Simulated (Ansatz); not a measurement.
Coupled-cluster run, C₂H₅NOSi.

```yaml
crystal:
  periodic: [false, false, false]
  atoms:
    - {symbol: Si, position_ang: [-1.498889, -0.002150, 0.303403]}
    - {symbol: N, position_ang: [0.188482, -0.192971, 0.754443]}
    - {symbol: C, position_ang: [1.205759, 0.064602, -0.069596]}
    - {symbol: C, position_ang: [1.453421, 0.582127, -1.331912]}
    - {symbol: O, position_ang: [2.438798, 0.023862, 0.164107]}
    - {symbol: H, position_ang: [-1.548922, -0.097433, -1.171516]}
    - {symbol: H, position_ang: [-2.249787, -1.103631, 0.949705]}
    - {symbol: H, position_ang: [-2.028756, 1.301229, 0.768561]}
    - {symbol: H, position_ang: [0.475811, -0.416874, 1.698461]}
    - {symbol: H, position_ang: [1.647184, -0.210059, -2.062657]}
basis:
  gaussian: {orbitals: def2-TZVPP}
correlation: {method: ccsd_t}
```

```sh
$ ansatz run in.yaml --threads 4 --pin off --events-out ev --progress --plain --max-ram 10444MiB
```

The program prints (abridged):

```
Functional definition: HF
1409 factors; integrals over basis functions are off by at most 1.1e-3 eV
mean field evaluation 1: about -13516.9236 eV, gradient 3.8e1 eV
mean field evaluation 2: about -13517.2220 eV, gradient 3.8e1 eV
mean field evaluation 4: about -13520.6737 eV, gradient 6.8e0 eV
mean field evaluation 8: about -13520.8154 eV, gradient 8.1e-1 eV
mean field evaluation 16: about -13520.8236 eV, gradient 1.9e-6 eV
mean field -13520.82363457 eV, -496.8811038269 hartree, gradient 2.1e-6 eV, S^2 0.000000; 0 other end points of the search recorded, 0 dependent functions left out; unrestricted orbitals would lower it
9 core orbitals not correlated: weight in the atoms' cores, before any rotation towards them, 1.000 or more for the frozen orbitals, at most 0.000 for the correlated occupied ones
reference -13520.82363457 eV, -496.8811038269 hartree; 14, 14 occupied and 213, 213 virtual orbitals, 1409 factors
second order -23.41547780 eV of doubles, -0.00000000 eV of singles
cycle   1  -23.37081592 eV  change    4.5e-2 eV  update   1.6e-1
cycle   2  -24.11318167 eV  change   -7.4e-1 eV  update   6.2e-2
cycle   3  -24.37867539 eV  change   -2.7e-1 eV  update   3.6e-2
cycle   4  -24.37071927 eV  change    8.0e-3 eV  update   1.4e-2
cycle   5  -24.35764785 eV  change    1.3e-2 eV  update   7.0e-3
cycle   6  -24.36405021 eV  change   -6.4e-3 eV  update   3.0e-3
cycle   7  -24.36330534 eV  change    7.4e-4 eV  update   1.6e-3
cycle   8  -24.36326136 eV  change    4.4e-5 eV  update   7.2e-4
cycle   9  -24.36382471 eV  change   -5.6e-4 eV  update   3.9e-4
cycle  10  -24.36369600 eV  change    1.3e-4 eV  update   2.0e-4
cycle  11  -24.36356263 eV  change    1.3e-4 eV  update   1.2e-4
cycle  12  -24.36368444 eV  change   -1.2e-4 eV  update   6.7e-5
cycle  13  -24.36365769 eV  change    2.7e-5 eV  update   3.5e-5
cycle  14  -24.36370967 eV  change   -5.2e-5 eV  update   1.5e-5
cycle  15  -24.36371094 eV  change   -1.3e-6 eV  update   6.0e-6
perturbative correction -1.16427347 eV, -0.0427862608 hartree
Total energy: -13546.35161897 eV, -497.8192399504 hartree
```

It took 3.2 min on 4 threads of an Arm Neoverse N1 on a shared host, with 4.4 GiB of host memory at the peak.

The correlation energy is -25.528 eV, 4.6 % of it from (T); the T1 diagnostic reads 0.0238.
